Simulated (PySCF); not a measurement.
C5H4OS2, SMILES O=Cc1ccc(S)s1 at its GFN2-xTB optimised geometry (Å):

```
12

O     -2.5460    -2.1975     0.0034
C     -1.3394    -2.2566     0.0011
C     -0.4439    -1.1308     0.0000
C      0.9333    -1.1308     0.0000
C      1.4919     0.1490     0.0000
C      0.5333     1.1338    -0.0003
S      0.8535     2.8501    -0.0007
S     -1.0708     0.4946     0.0001
H     -0.8055    -3.2285     0.0000
H      1.5141    -2.0359     0.0005
H      2.5460     0.3579     0.0003
H     -0.4236     3.2285    -0.0011
```

Computed with PBE0/def2-TZVP (PySCF 2.14.0). Cells within 0.4 Å of a nucleus heavier than hydrogen are left out (blank, or x).

Map of the Laplacian of the electron density (e/bohr⁵), clipped to [-1.50, 1.50] on the plane z = 0.0 Å:

```
|555555555555555555555555555|
|555555555555555555555555555|
|555555555555555555555555555|
|555555555555555555555555555|
|555555555555555555555555555|
|555555555555044945555555555|
|555555555555239x94555555555|
|555555555555559x95555555555|
|555555555555554355555555555|
|555555555555553355555555555|
|55555555554553xx55555555555|
|55555555539933x245555555555|
|5555555555xx5554xx205555555|
|5555555554994555xx345555555|
|555555555553456414555555555|
|555555555554x33x35555555555|
|555555555554x11xx5555555555|
|555555646632455414555555555|
|5555560x0xx3555521555555555|
|5555555x45x3555555555555555|
|555555666530555555555555555|
|555555555550555555555555555|
|555555555555555555555555555|
|555555555555555555555555555|
|555555555555555555555555555|
|555555555555555555555555555|
|555555555555555555555555555|
```
Scale: ten equal steps from -1.50 (start of '0') to 1.50 (end of '9'), in the order '0123456789'; x runs from -5.50 to 5.50, y from -5.50 (bottom) to 5.50 (top).
